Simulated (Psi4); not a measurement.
tert-butanol (C4H10O), singlet, geometry from GFN2-xTB; BHHLYP/STO-3G run with Psi4 1.11.

Psi4 was given this input:
```
memory 2 GB

molecule mol {
0 1
C    -0.095954   -1.379002   -0.632358
C    -0.008589    0.002141    0.028486
C    -0.508668    1.079578   -0.941541
C     1.428717    0.297202    0.456187
O    -0.782895    0.021898    1.219173
H     0.546768   -1.422211   -1.507186
H     0.216868   -2.146232    0.071952
H    -1.118354   -1.590648   -0.942832
H    -0.487945    2.052423   -0.456058
H     0.120843    1.115075   -1.826267
H    -1.531380    0.869799   -1.252250
H     2.089672    0.299790   -0.405508
H     1.762099   -0.458008    1.162458
H     1.472675    1.266126    0.945636
H    -1.701128   -0.160808    0.992031
}

set {
  basis sto-3g
  reference rks
  scf_type pk
  puream true
  d_convergence 1e-8
  dft_radial_points 99
  dft_spherical_points 590
}

energy('bhhlyp')
print_variables()
```

What does Psi4 print? Leave out banner, timings and long lists.


```
   => Loading Basis Set <=

    Name: STO-3G
    Role: ORBITAL
    Keyword: BASIS

         ---------------------------------------------------------
                                   SCF
               by Justin Turney, Rob Parrish, Andy Simmonett
                          and Daniel G. A. Smith
                              RKS Reference
         ---------------------------------------------------------

  ==> Geometry <==

    Molecular point group: c1
    Full point group: C1

    Geometry (in Angstrom), charge = 0, multiplicity = 1:

       Center              X                  Y                   Z               Mass
    ------------   -----------------  -----------------  -----------------  -----------------
         C           -0.077655504659    -1.381340548033    -0.675378315150    12.000000000000
         C            0.009709495341    -0.000197548033    -0.014534315150    12.000000000000
         C           -0.490369504659     1.077239451967    -0.984561315150    12.000000000000
         C            1.447015495341     0.294863451967     0.413166684850    12.000000000000
         O           -0.764596504659     0.019559451967     1.176152684850    15.994914619570
         H            0.565066495341    -1.424549548033    -1.550206315150     1.007825032230
         H            0.235166495341    -2.148570548033     0.028931684850     1.007825032230
         H           -1.100055504659    -1.592986548033    -0.985852315150     1.007825032230
         H           -0.469646504659     2.050084451967    -0.499078315150     1.007825032230
         H            0.139141495341     1.112736451967    -1.869287315150     1.007825032230
         H           -1.513081504659     0.867460451967    -1.295270315150     1.007825032230
         H            2.107970495341     0.297451451967    -0.448528315150     1.007825032230
         H            1.780397495341    -0.460346548033     1.119437684850     1.007825032230
         H            1.490973495341     1.263787451967     0.902615684850     1.007825032230
         H           -1.682829504659    -0.163146548033     0.949010684850     1.007825032230

  Running in c1 symmetry.

  Rotational constants: A =      0.15772  B =      0.15648  C =      0.15133 [cm^-1]
  Rotational constants: A =   4728.40073  B =   4691.21742  C =   4536.90637 [MHz]
  Nuclear repulsion =  199.913301674740893

  Charge       = 0
  Multiplicity = 1
  Electrons    = 42
  Nalpha       = 21
  Nbeta        = 21

  ==> Algorithm <==

[...]
   @RKS iter   5:  -230.60917098094276   -4.52171e-06   9.42843e-06 DIIS
   @RKS iter   6:  -230.60917107657235   -9.56296e-08   2.53914e-06 DIIS
   @RKS iter   7:  -230.60917108270831   -6.13596e-09   5.49301e-07 DIIS
   @RKS iter   8:  -230.60917108304704   -3.38730e-10   5.64088e-08 DIIS
   @RKS iter   9:  -230.60917108305122   -4.17799e-12   1.81051e-08 DIIS
   @RKS iter  10:  -230.60917108305182   -5.96856e-13   3.60383e-09 DIIS
  Energy and wave function converged.

  ==> Post-Iterations <==

   Electrons on quadrature grid:
      Ntotal   =   42.0000039950 ; deviation = 3.995e-06

    Orbital Energies [Eh]
    ---------------------

    Doubly Occupied:

[...]
    Virtual:

[...]
    Final Occupation by Irrep:
              A
    DOCC [    21 ]
    NA   [    21 ]
    NB   [    21 ]

  @RKS Final Energy:  -230.60917108305182

   => Energetics <=

    Nuclear Repulsion Energy =            199.9133016747408931
    One-Electron Energy =                -709.3345558705560734
    Two-Electron Energy =                 296.5045346757712537
    DFT Exchange-Correlation Energy =     -17.6924515630078609
    Empirical Dispersion Energy =           0.0000000000000000
    VV10 Nonlocal Energy =                  0.0000000000000000
    Total Energy =                       -230.6091710830518196

Computation Completed

Properties will be evaluated at   0.000000,   0.000000,   0.000000 [a0]

Properties computed using the SCF density matrix

 Multipole Moments:

 ------------------------------------------------------------------------------------
     Multipole            Electronic (a.u.)      Nuclear  (a.u.)        Total (a.u.)
 ------------------------------------------------------------------------------------

 L = 1.  Multiply by 2.5417464519 to convert [e a0] to [Debye]
 Dipole X            :         -1.6314250            1.4523127           -0.1791123
 Dipole Y            :          0.0941906           -0.1855995           -0.0914089
 Dipole Z            :          2.9266709           -3.4144502           -0.4877793
 Magnitude           :                                                    0.5276035

 ------------------------------------------------------------------------------------

  Variable Map:
  ----------------------------------------------------------------------------
[...]
  Array Variable Map:
  ----------------------------------------------------------------------------
[...]
[...]
```
